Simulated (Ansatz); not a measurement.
`FCCC(F)(F)CF`, charge 0, multiplicity 1.

(1) Give a relaxed structure at PBE0-D4/def2-TZVP (Ansatz 0.2.0). (Estimate.)

Results:

(1) The calculation gave: 
```xyz
14

F     2.619   -1.223    0.072
C     1.389   -0.817   -0.414
C     0.580   -0.282    0.749
C    -0.871    0.005    0.444
F    -1.494    0.361    1.605
F    -1.477   -1.134    0.008
C    -1.178    1.121   -0.536
F    -0.630    0.847   -1.765
H     0.901   -1.682   -0.868
H     1.566   -0.063   -1.182
H     1.038    0.629    1.142
H     0.586   -1.027    1.548
H    -2.263    1.202   -0.640
H    -0.765    2.061   -0.163
```
This is one stationary point; other conformers may exist.
